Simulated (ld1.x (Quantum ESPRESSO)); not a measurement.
PW91 TM dataset for fluorine (F), scalar-relativistic all-electron reference.

F, norm-conserving Troullier–Martins (Kleinman–Bylander form), made with ld1.x (Quantum ESPRESSO) 7.5 (PW91, scalar-relativistic). Core [He], reference 2s2 2p4.5 (charge +0.5). Waves: 2s (bound): rc 0.85 bohr; 2p (bound): rc 1.45 bohr. Local part: all-electron potential smoothed inside 0.85 bohr (lloc = -1). Core correction: a·sin(br)/r model core inside 0.70 bohr.

* Cutoffs needed: 100 Ry and 200 Ry (the cutoffs (Ry, on a coarse ladder) from which the occupation-weighted sum of valence levels, in a spherical-Bessel basis at the reference potential, stays within 10 and 1 mRy of its value at 400 Ry)
* Ghost test: no extra level below or beside the all-electron valence levels (s, p, d, f tested) (spherical-Bessel basis up to 400 Ry, 20 bohr box)
* Largest excitation error: +2505 meV (all-electron minus pseudo) for 2s2 2p1, out of 7 test configurations
